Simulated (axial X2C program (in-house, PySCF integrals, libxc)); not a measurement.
# Nuclear properties of RuP

Calculated with an in-house all-electron X2C program for linear molecules (integrals from PySCF): two-component X2C with atomic mean-field Coulomb and Gaunt terms, Gaussian nuclei, basis Ru dyall-cv3z, P dyall-v3z with contracted cores.

R = 2.043 Å (near the PBE0 minimum at charge 0 of the determinant lowest at the starting distance; the state shown can have its own minimum elsewhere).

Determinant lowest in the PBE0 search, Ω = 5/2 (⟨Sz⟩ = 1.49, ⟨Lz⟩ = 1.01 at PBE0), spin on the atoms Ru 1.25, P 0.24:

| level | Eeff magnitude (GV/cm) | Ws magnitude Ru (kHz) | A∥/gI Ru (MHz) | qzz Ru (a.u.) | A∥/gI P (MHz) | qzz P (a.u.) | μ (D) |
| --- | --- | --- | --- | --- | --- | --- | --- |
| PBE0 | 1.42 | 0.162 | 995 | 1.29 | -94.6 | -1.10 | -2.62 |
| HF | 1.91 | 0.556 | 925 | 2.65 | -112 | -0.45 | -3.27 |
| r2SCAN | 1.3 | 0.00371 | 878 | -1.59 | -36.1 | -0.52 | -2.86 |
| B3LYP | 0.107 | 0.134 | 956 | 1.21 | -77.4 | -1.14 | -2.28 |
| TPSSh | 1.29 | 0.125 | 1020 | 1.14 | -81.3 | -0.99 | -2.55 |

Eeff is the effective electric field on the electron electric dipole moment in this Ω state and Ws the scalar–pseudoscalar constant of the nucleus named (defined with the proton number Z and per Ω); A∥ (defined per Ω) follows by multiplying with gI = μI/(I μN); qzz is the electric field gradient, eQq0 = 234.96 MHz × Q/barn × qzz; μ is positive if the P end (last atom) is positive. The operators were transformed with the bare-nucleus X2C matrices; with these basis sets, hyperfine constants and field gradients can be off by tens of per cent, and where levels differ in sign neither size nor sign is settled.

Q: With gI(101Ru) = -0.2880 (g factors from the IAEA table of nuclear moments by Stone), turn the PBE0 values of the first state into constants in MHz.

A: A∥(101Ru) = 995 × -0.2880 = -287 MHz.

Each state is one determinant with collinear spin, which with several unpaired electrons need not be a pure state. Unrestricted Hartree–Fock can overshoot spin polarisation at the nuclei. In the state Ω = 5/2 the sign of Eeff differs between levels (HF, B3LYP against PBE0). With several open shells hyperfine constants can be off by a factor of several. Where Eeff spreads by more than a factor of two the levels disagree and none is to be relied on. At HF a later determinant lies lower. States lie within half an eV, so the first need not be the ground state. The sign of Ws at Ru differs between levels in the first state. Further determinants of the search, some of them spin-mixed, are not shown. Where a field gradient or hyperfine factor spreads by more than a factor of two over the levels, a constant derived from it is not to be relied on.
